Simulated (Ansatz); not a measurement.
One change: `C=N[SiH2][GeH3]` becomes `C=N[SiH2][AlH][SiH3]`.

Ansatz, PBE0-D4/def2-TZVP geometries, multiplicity 1. Each molecule was computed in one conformer, which needn't be the lowest.

Scalar relativity is left out up to krypton.

```tsv
property	`C=N[SiH2][GeH3]`
size of the dipole moment (B3LYP/def2-TZVPP) / D	1.47
HOMO energy (B3LYP/def2-TZVPP) / eV	-7.08
size of the dipole moment (ωB97M-V/def2-TZVPP) / D	1.54
LUMO energy (PBE/def2-TZVPP) / eV	-2.18
size of the dipole moment (PBE/def2-TZVPP) / D	1.31
HOMO energy (ωB97M-V/def2-TZVPP) / eV	-9.64
```

Question: What does the change do to each property? (Best estimate.)

Answer: Computed: 
```
                                          property  `C=N[SiH2][AlH][SiH3]`  shift
  size of the dipole moment (B3LYP/def2-TZVPP) / D                    1.17  -0.30
               HOMO energy (B3LYP/def2-TZVPP) / eV                   -6.91   0.17
size of the dipole moment (ωB97M-V/def2-TZVPP) / D                    1.23  -0.31
                 LUMO energy (PBE/def2-TZVPP) / eV                   -3.11  -0.93
    size of the dipole moment (PBE/def2-TZVPP) / D                    1.06  -0.25
             HOMO energy (ωB97M-V/def2-TZVPP) / eV                   -9.00   0.64
```

With PBE0 the HOMO rises by 0.19 eV and the LUMO falls by 1.25 eV, so the gap narrows by about 1.44 eV. PBE moves the HOMO by 0.13 eV and ωB97M-V by 0.64 eV. Dipoles are sizes alone; their direction can turn.

B3LYP here is the variant with VWN-RPA as its local correlation; programs differ in this.
